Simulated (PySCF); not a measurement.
2-methylazaborolidine (C₄H₁₀BN), SMILES N1CCCB1C. Heavy atoms are numbered as in [CH3:1][B:2]1[CH2:3][CH2:4][CH2:5][NH:6]1. Hydrogens are named by the atom that carries them.

The structure is a stationary point at PBE0-D3(BJ)/def2-SVP. One conformer was computed; it need not be the lowest.

Calculation: PBE/def2-TZVP (PySCF).

ESP charges are fitted to the potential on shells at 1.4 to 2.0 van der Waals radii. Atomic charges (e), one atom of each kind:

```
atom      Mulliken  Löwdin  ESP fit    IAO
--------  --------  ------  -------  -----
C1 (CH3)     -0.43   -0.27    -0.96  -0.58
B2            0.11   -0.68     0.56   0.24
C3 (CH2)     -0.29   -0.20    -0.20  -0.41
C4 (CH2)     -0.18   -0.24    -0.11  -0.26
C5 (CH2)     -0.07   -0.27     0.01  -0.16
N6 (NH)      -0.27    0.21    -0.52  -0.36
H on C1       0.13    0.15     0.22   0.16
H on C3       0.10    0.15     0.04   0.14
H on C4       0.10    0.13     0.04   0.14
H on C5       0.09    0.13     0.05   0.12
H on N6       0.19    0.18     0.30   0.26
```

Question: Give the Mayer and Wiberg (Löwdin basis) orders of the bonds. (Estimate from the structure and the level; the computed values follow.)

Answer: 
```csv
bond,Mayer,Wiberg
C1–B2,1.05,1.31
B2–C3,1.03,1.15
C3–C4,1.02,1.18
C4–C5,1.05,1.20
B2–N6,1.42,1.68
C5–N6,0.98,1.24
```
